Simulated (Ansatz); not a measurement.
Job for Ansatz (a first-principles code): R-CCSD(T)/cc-pVQZ on C2H6O (SMILES CCO).

Ansatz 0.2 input:
```yaml
crystal:
  periodic: [false, false, false]
  atoms:
    - {symbol: C, position_ang: [-0.86945823, 0.22543886, 0.19974557]}
    - {symbol: C, position_ang: [0.38902598, -0.35353409, -0.42417176]}
    - {symbol: O, position_ang: [1.56359268, 0.37346575, -0.07464728]}
    - {symbol: H, position_ang: [-1.75314064, -0.32642472, -0.12950277]}
    - {symbol: H, position_ang: [-0.98974149, 1.27288739, -0.08075787]}
    - {symbol: H, position_ang: [-0.82897546, 0.16580361, 1.29101413]}
    - {symbol: H, position_ang: [0.49571787, -1.41153713, -0.15303886]}
    - {symbol: H, position_ang: [0.33271285, -0.30098529, -1.51233170]}
    - {symbol: H, position_ang: [1.66016643, 0.35488562, 0.88369054]}
basis:
  gaussian:
    orbitals: cc-pVQZ
magnetization: {spin_polarized: false}
correlation: {method: ccsd_t, electrons: outside_noble_gas}
scf: {lower_state_search: off}
```

The log:

```
WARN ansatz: RAYON_NUM_THREADS=4 ignored (pool sized by the plan → 4); use --threads N
Functional definition: HF
these checks for a lower state are left out or cut short: stability, starts, cluster_reference, orbital_swaps, neighbouring_geometries, increment
integrals: 4.15 GiB planned
2002 factors; integrals over basis functions are off by at most 1.0e-3 eV
mean field: 1.59 GiB planned
mean field evaluation 1: about -4191.9641 eV, gradient 3.5e1 eV
mean field evaluation 2: about -4191.9644 eV, gradient 3.5e1 eV
mean field evaluation 4: about -4194.7002 eV, gradient 3.6e0 eV
mean field evaluation 8: about -4194.7386 eV, gradient 1.9e-4 eV
mean field -4194.73855284 eV, -154.1537985211 hartree, gradient 1.3e-6 eV, S^2 0.000000; 0 other end points of the search recorded, 0 dependent functions left out
3 core orbitals not correlated
reference -4194.73855284 eV, -154.1537985211 hartree; 10, 10 occupied and 332, 332 virtual orbitals, 2002 factors
second order -17.51871640 eV of doubles, -0.00000000 eV of singles
coupled cluster: 5.30 GiB planned
cycle   1  -17.67019063 eV  change   -1.5e-1 eV  update   7.5e-2
cycle   2  -18.05647971 eV  change   -3.9e-1 eV  update   2.1e-2
cycle   3  -18.12874852 eV  change   -7.2e-2 eV  update   9.5e-3
cycle   4  -18.12340053 eV  change    5.3e-3 eV  update   2.0e-3
cycle   5  -18.12356442 eV  change   -1.6e-4 eV  update   8.3e-4
cycle   6  -18.12397002 eV  change   -4.1e-4 eV  update   2.3e-4
cycle   7  -18.12389400 eV  change    7.6e-5 eV  update   9.5e-5
cycle   8  -18.12385707 eV  change    3.7e-5 eV  update   3.1e-5
cycle   9  -18.12386310 eV  change   -6.0e-6 eV  update   1.2e-5
perturbative correction -0.67897336 eV, -0.0249518107 hartree
Total energy: -4213.54138930 eV, -154.8447900158 hartree
Checks for a lower state left out: stability, starts, cluster_reference, orbital_swaps, neighbouring_geometries, increment
```

The calculation finished and met its thresholds.

Cost: roughly 50 core-minutes.
